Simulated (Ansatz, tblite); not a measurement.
Isomers of Li$_{3}$Si$_{6}$ (doublet), found by a short tight-binding search and relaxed with PBE0-D4/def2-SVP in Ansatz.

The xTB rows come from tblite. Correlated methods freeze 30 core orbitals; core or outer-core shells of Li are correlated, in sets that lack core-valence functions.

C: At HF/STO-3G, CCSD(T)/def2-SVP, MP2/def2-TZVP the charge 0 doublet is spin-contaminated (final ⟨S²⟩ up to 0.86, 0.75 for a pure state).

Other spin states weren't relaxed.

A:

```xyz
9

Li    1.584    0.300    2.658
Li   -2.675   -0.156    1.395
Li    0.844    2.379    0.474
Si   -1.808   -0.422   -0.841
Si    2.026   -0.228    0.264
Si    0.405    0.769   -1.329
Si   -0.268   -0.155    1.046
Si   -0.568   -0.808   -2.828
Si    0.460   -1.680   -0.839
```

B:

Cartesian coordinates in Å:
```
Li 1.408 0.742 1.967
Li 2.003 -0.765 -2.131
Li 0.934 -2.214 1.960
Si -0.989 -0.654 1.670
Si 0.123 0.732 -1.909
Si -0.414 1.452 0.488
Si 0.609 -0.887 -0.135
Si -1.850 1.930 -1.355
Si -1.823 -0.335 -0.555
```

C:

Cartesian coordinates in Å:
```
Li -1.661 2.217 0.470
Li -1.533 -1.893 -0.520
Li 1.995 1.055 -1.241
Si 0.937 -1.056 -0.007
Si 0.691 -1.170 2.262
Si 0.795 1.194 1.047
Si 0.650 -0.952 -2.320
Si -1.212 -0.045 1.379
Si -0.663 0.649 -1.072
```

D:

```csv
atom,x (Å),y (Å),z (Å)
Li1,-0.5915,-2.6090,-0.3864
Li2,-1.3873,-0.9959,2.0931
Li3,1.3623,-1.3899,1.3385
Si4,-0.1492,1.0192,0.8128
Si5,0.4969,-0.2795,-1.1798
Si6,2.2073,0.6621,0.2873
Si7,1.0986,2.2543,-1.1115
Si8,-1.2552,1.6691,-1.4943
Si9,-1.7819,-0.3304,-0.3599
```

E:

Cartesian coordinates in Å:
```
Li 1.270 1.137 2.213
Li 0.985 0.634 -2.537
Li -1.167 2.599 -0.205
Si 0.277 -2.444 0.242
Si -1.078 0.591 1.200
Si -1.219 0.341 -1.161
Si 0.069 -1.176 2.182
Si -0.174 -1.607 -1.881
Si 1.038 -0.076 -0.054
```

Question: Estimate their order by electronic energy at r2SCAN0-D4/def2-TZVP, counted from the lowest.

Answer: C (0.00) < B (0.40) < A (0.41) < E (0.59) < D (0.68), in eV. Gaps under about 2 kJ/mol are ties within the noise of geometry and basis.

Question: Do the other levels pick the same lowest one?

Answer: Not GFN1-xTB, GFN2-xTB. Energies above each level's lowest (eV):

```tsv
level	A	B	C	D	E
GFN1-xTB	0.48	0.42	1.07	0.00	0.37
GFN2-xTB	1.01	0.99	0.95	0.08	0.00
HF/STO-3G	1.41	1.36	0.00	2.24	0.97
HF/def2-SVP	0.57	0.58	0.00	0.61	0.11
HF/def2-TZVP	0.47	0.47	0.00	0.47	0.18
PBE-D4/def2-SVP	0.44	0.46	0.00	0.68	0.52
PBE-D4/def2-TZVP	0.37	0.38	0.00	0.60	0.52
BLYP-D4/def2-TZVP	0.43	0.48	0.00	0.72	0.31
r2SCAN-D4/def2-TZVP	0.38	0.37	0.00	0.66	0.58
r2SCANh-D4/def2-TZVP	0.39	0.39	0.00	0.67	0.59
PBE0-D4/def2-SVP	0.46	0.48	0.00	0.73	0.52
PBE0-D4/def2-TZVP	0.39	0.40	0.00	0.63	0.54
r2SCAN0-D4/def2-TZVP	0.41	0.40	0.00	0.68	0.59
MP2/def2-SVP	0.39	0.40	0.00	0.31	0.54
MP2/def2-TZVP	0.36	0.36	0.00	0.34	0.68
CCSD/def2-SVP	0.57	0.57	0.00	0.53	0.34
CCSD(T)/def2-SVP	0.55	0.56	0.00	0.48	0.38
```
Point groups (tolerance 0.1 Å): A not assigned, B not assigned, C not assigned, D Cs, E Cs. Lower isomers may exist. From def2-SVP to def2-TZVP the PBE0 values move by up to 0.11 eV, so results in the small set are rough.
